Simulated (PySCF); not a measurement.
These compounds are isomers of formula C7H5NSi.

A. SMILES C(C1=CC(C#C)=C[SiH2]1)#N
B. `C#CC1=CC=C[Si@@H]1C#N`
C. `C(/C(=C\C#C)[SiH2]C#N)#C`
D. `C#C[Si@@H]1[C@H](C#N)C12C=C2`

Spectrum 1. 1H NMR (500 MHz, computed): δ 7.72 (d, 1H), 7.23 (d, 1H), 4.23 (m, 1H), 2.04 (d, 1H), 1.01 (m, 1H). 13C{1H} NMR (computed): δ 124.1 (C), 122.4 (CH), 121.0 (CH), 107.0 (CH), 81.8 (C), 22.5 (C), 2.7 (CH).

Spectrum 2. 1H NMR (500 MHz, computed): δ 7.57 (s, 1H), 6.82 (t, 1H), 4.82 (m, 2H), 3.12 (s, 1H). 13C{1H} NMR (computed): δ 169.3 (CH), 148.1 (C), 147.3 (CH), 122.4 (C), 119.2 (C), 93.8 (CH), 85.7 (C).

Spectrum 3. 1H NMR (500 MHz, computed): δ 7.47 (m, 1H), 7.43 (m, 1H), 5.94 (m, 1H), 4.89 (m, 1H), 3.63 (s, 1H). 13C{1H} NMR (computed): δ 163.9 (CH), 160.3 (CH), 130.2 (CH), 129.5 (C), 120.5 (C), 101.6 (CH), 86.2 (C).

Spectrum 4. 1H NMR (500 MHz, computed): δ 6.46 (d, 1H), 4.66 (s, 2H), 3.82 (s, 1H), 3.72 (d, 1H). 13C{1H} NMR (computed): δ 142.4 (CH), 133.4 (C), 122.1 (C), 105.6 (CH), 104.4 (CH), 85.6 (C), 85.4 (C).

PySCF 2.14 calculation with PBE0/pcSseg-1 with gauge-including orbitals and coordinates at the GFN2-xTB level; no solvent model, fast rotation and ring inversion assumed for equivalent nuclei, non-relativistic, single conformer.

δ = σ(ref) − σ, references computed at the same level: TMS for 1H (31.72 ppm), 13C (186.93 ppm). Where no couplings were computed, multiplicities follow the n + 1 count of equivalent neighbours, and m marks all less simple cases (inequivalent or close neighbours, rings, F or P nearby). Shifts are as computed. Against solution values, carbons near 30 ppm lie about +3 ppm off and those near 130 ppm about +5 ppm. Of 1309 compounds with measured shifts, 239 miss one by over three times the rms of a fit or turn the order of signals round; such compounds aren't used in these exercises.

Match each spectrum to its structure.

Answers

1–D, 2–A, 3–B, 4–C.

- Spectrum 1 (D): 7 13C signals; δC 124.1 is a nitrile carbon; δC 122.4 is an alkene CH.
- Spectrum 2 (A): 7 13C signals; δC 148.1 is a fully substituted alkene carbon; δC 147.3 is an alkene CH.
- Spectrum 3 (B): 7 13C signals; δC 163.9 is an alkene CH; δC 160.3 is an alkene CH.
- Spectrum 4 (C): 7 13C signals; δC 142.4 is an alkene CH; δC 133.4 is a fully substituted alkene carbon.
